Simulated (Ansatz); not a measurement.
## Ligand exchange: GaH2Cl + B(OH)F2 → GaH2(OH) + BClF2

Species: GaH2Cl `[Cl][GaH2]`, singlet; B(OH)F2 (difluorohydroxyborane), singlet; GaH2(OH), singlet; BClF2 (chlorodifluoroborane) `FB(F)Cl`, singlet. The partners trade Cl for OH: Ga–Cl and B–OH bonds give way to Ga–OH and B–Cl.

Shapes, held fixed at every level: PBE0-D4/def2-TZVP. Programs: Ansatz 0.2.0. The zero-point and thermal change to 298 K, harmonic and unscaled (PBE0-D4/def2-TZVP), is -3.6 kJ/mol.

```
               level                   kind  ΔH(298 K) (kJ/mol)  less CCSD(T)/def2-TZVPP
       HF/def2-TZVPP           Hartree–Fock              +137.5                    +28.1
    SPW92/def2-TZVPP                    LDA              +106.8                     -2.6
r2SCAN-D4/def2-TZVPP               meta-GGA              +110.2                     +0.8
  PBE0-D4/def2-TZVPP          global hybrid              +114.4                     +5.0
   B2PLYP/def2-TZVPP          double hybrid              +110.7                     +1.3
      MP2/def2-TZVPP    perturbation theory              +106.4                     -3.0
    CCSD(T)/def2-SVP  coupled cluster or CI              +116.5                     +7.1
  CCSD(T)/def2-TZVPP  coupled cluster or CI              +109.4                      0.0
```

The highest level, CCSD(T)/def2-TZVPP, gives ΔH(298 K) = +109.4 kJ/mol; the levels span +106.4 to +137.5. The column of differences is taken from that level and isn't an error. No measured value is set beside it here. Relativity is left out for Ga. Outer-core shells of Ga are correlated, in sets that cover them unevenly.
